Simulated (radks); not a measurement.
The numbers below are computed, except where a source is named.
Ni2+, 26 electrons, occupied as [Ne] 3s2 3p5.5 3d8 4s0.5 (fractional occupations, a model configuration).

Code: a radial shooting solver on a logarithmic mesh with Libxc functionals. Model: Dirac Kohn-Sham, SOGGA, spin-unpolarised, spherical densities, finite nucleus; open shells fill j = l - 1/2 first; Fermi nuclear charge, rms radius 3.7757 fm.

Energy parts (hartree):
total: -1516.81882
kinetic: 1541.37816
electron-nucleus: -3624.01674
Hartree: 626.89584
exchange-correlation: -61.07609

Orbitals (lengths in bohr, moments of r in powers of bohr; <r^-3> diverges for s and p1/2):
| orbital | occ. | eigenvalue (hartree) | <r^-3> | small-component weight |
|---|---|---|---|---|
| 1s1/2 | 2 | -302.3819 | - | 1.02e-02 |
| 2s1/2 | 2 | -36.92318 | - | 1.91e-03 |
| 2p1/2 | 2 | -32.33852 | - | 1.89e-03 |
| 2p3/2 | 4 | -31.69623 | 606.8 | 1.86e-03 |
| 3s1/2 | 2 | -4.94317 | - | 4.22e-04 |
| 3p1/2 | 2 | -3.54267 | - | 3.79e-04 |
| 3p3/2 | 3.5 | -3.46078 | 77.91 | 3.71e-04 |
| 3d3/2 | 4 | -1.17570 | 7.582 | 2.56e-04 |
| 3d5/2 | 4 | -1.16623 | 7.420 | 2.54e-04 |
| 4s1/2 | 0.5 | -0.83049 | - | 5.62e-05 |
| 4p1/2 | 0 | -0.58156 | - | 4.00e-05 |
| 4p3/2 | 0 | -0.57554 | 5.780 | 3.94e-05 |

The highest occupied level is 4s1/2 at -22.599 eV. The density falls to 0.001 e/bohr^3 at r = 3.26 bohr. Summed over all electrons, <r^2> = 17.65 bohr^2, which gives a Langevin (diamagnetic) susceptibility term of -14 x 10^-6 cm^3/mol.
